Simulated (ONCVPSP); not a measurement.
Scattering properties, ONCV potential for hydrogen (H)

ONCVPSP 4.0.1 input, shortened (lines: element, Z, core and valence counts, functional; n l f; lmax; l rc ep ncon nbas qcut; lloc lpopt rc5 dvloc0; l nproj debl; icmod fcfact rcfact), PBE, scalar-relativistic:

```
  H 1.00    0    1        4      upf
    1    0    0.50
    1
    0    0.80    0.00    3    7    9.50
    1    0.80    0.31    4    7   12.40
    4    1    0.55    1.00
    0    1    2.40
    1    2    0.50
    0    0.00    0.00
```

The phase is arctan(r·R′/R) of the radial function R(r), unwrapped; energies in Ha, scanned from -2 to 5 Ha. A pole is an energy at which the radial function vanishes at the test radius. The pseudo phase is shifted by a multiple of π to meet the all-electron one at the reference energy, and phase errors are pseudo minus all-electron; the curves can meet again beyond the range given. Levels narrower than the energy grid can be missing from the lists of poles.

```csv
channel,radius (bohr),reference energy (Ha),"poles, all-electron","poles, pseudo",unbroken range about the reference energy with phases within 0.05 rad,phase error 1 Ha above the reference energy (rad)
s,0.81,-0.47,4.26,4.31,the whole range,+0.000
p,0.81,0.31,none,none,the whole range,-0.000
```

Phases in the s channel:

| E (Ha) | all-electron | pseudo |
| --- | --- | --- |
| -1.98 | 0.024 | 0.025 |
| -1.80 | -0.065 | -0.064 |
| -1.62 | -0.156 | -0.155 |
| -1.44 | -0.248 | -0.248 |
| -1.26 | -0.341 | -0.340 |
| -1.08 | -0.431 | -0.431 |
| -0.90 | -0.519 | -0.519 |
| -0.72 | -0.602 | -0.602 |
| -0.54 | -0.681 | -0.681 |
| -0.36 | -0.755 | -0.755 |
| -0.18 | -0.824 | -0.824 |
| 0.00 | -0.887 | -0.887 |
| 0.18 | -0.945 | -0.945 |
| 0.36 | -0.999 | -0.999 |
| 0.54 | -1.048 | -1.048 |
| 0.72 | -1.094 | -1.093 |
| 0.90 | -1.135 | -1.135 |
| 1.08 | -1.174 | -1.173 |
| 1.26 | -1.209 | -1.209 |
| 1.44 | -1.242 | -1.241 |
| 1.62 | -1.273 | -1.272 |
| 1.80 | -1.302 | -1.300 |
| 1.98 | -1.328 | -1.327 |
| 2.16 | -1.353 | -1.352 |
| 2.34 | -1.377 | -1.375 |
| 2.52 | -1.399 | -1.397 |
| 2.70 | -1.420 | -1.418 |
| 2.88 | -1.440 | -1.438 |
| 3.06 | -1.460 | -1.457 |
| 3.24 | -1.478 | -1.475 |
| 3.42 | -1.496 | -1.493 |
| 3.60 | -1.513 | -1.509 |
| 3.78 | -1.529 | -1.526 |
| 3.96 | -1.545 | -1.541 |
| 4.14 | -1.561 | -1.557 |
| 4.32 | -1.576 | -1.571 |
| 4.50 | -1.591 | -1.586 |
| 4.68 | -1.606 | -1.601 |
| 4.86 | -1.621 | -1.615 |
